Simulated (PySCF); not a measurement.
Input for PySCF: R-B3LYP/6-31G* on H2S (SMILES S).

```python
from pyscf import gto, scf, dft, mp
from pyscf.data.elements import chemcore

mol = gto.M(
    atom='''
    S     0.45933343   -0.12802745   -0.02943254
    H     0.27056481    0.59534090    1.08954442
    H    -0.85836715   -0.21638356   -0.26958854
    ''',
    basis='6-31g*',
    cart=True,
    charge=0, spin=0, verbose=3, max_memory=1800)
mf = dft.RKS(mol, xc='b3lyp')
mf.conv_tol = 1e-8
mf.max_cycle = 100
mf.kernel()
if not mf.converged:
    mf = mf.newton().run(mf.mo_coeff, mf.mo_occ)
```

### Question
Give the final energy of this run.

### Answer
-399.3854 hartree.
